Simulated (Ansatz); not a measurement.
Cd2Te. Charge 0, multiplicity 1. Geometry PBE0-D4/def2-TZVP.

| atom | x (Å) | y (Å) | z (Å) |
| --- | --- | --- | --- |
| Cd1 | 0.834 | 0.644 | 1.225 |
| Cd2 | -0.559 | -1.512 | 0.102 |
| Te3 | -0.275 | 0.868 | -1.326 |

In the def2 sets Cd, Te take a core potential; there is no spin–orbit coupling. The restricted singlet is unstable towards broken spin symmetry at other levels; at PBE-D4/def2-TZVP, r2SCAN-D4/def2-TZVP, B97M-V/def2-TZVP, PBE0-D4/def2-TZVP this wasn't settled. Another isomer (triplet) lies 0.43 eV lower at PBE0-D4/def2-TZVP; other spin states weren't run for this one.

Q: Estimate the orbital energies around the gap (eV) in Ansatz with PBE-D4/def2-TZVP, r2SCAN-D4/def2-TZVP, B97M-V/def2-TZVP, PBE0-D4/def2-TZVP.

A: 
```
orbital  PBE-D4/def2-TZVP  r2SCAN-D4/def2-TZVP  B97M-V/def2-TZVP  PBE0-D4/def2-TZVP
 HOMO−9            -12.73               -13.22            -13.34             -14.99
 HOMO−8            -12.67               -13.15            -13.29             -14.93
 HOMO−7            -12.59               -13.09            -13.23             -14.86
 HOMO−6            -12.58               -13.06            -13.21             -14.84
 HOMO−5            -12.57               -13.04            -13.10             -14.71
 HOMO−4            -12.46               -12.96            -13.09             -14.68
 HOMO−3             -8.05                -8.24             -8.02              -8.97
 HOMO−2             -6.66                -6.83             -6.63              -7.32
 HOMO−1             -5.16                -5.36             -5.34              -6.02
   HOMO             -4.57                -4.72             -4.66              -5.20
   LUMO             -4.32                -4.35             -4.22              -3.71
 LUMO+1             -2.29                -2.16             -2.27              -1.69
 LUMO+2             -1.87                -1.70             -1.94              -1.27
 LUMO+3             -0.71                -0.42             -0.78              -0.07
 LUMO+4             -0.16                 0.28             -0.09               0.47
 LUMO+5              0.24                 0.62              0.31               0.96
```
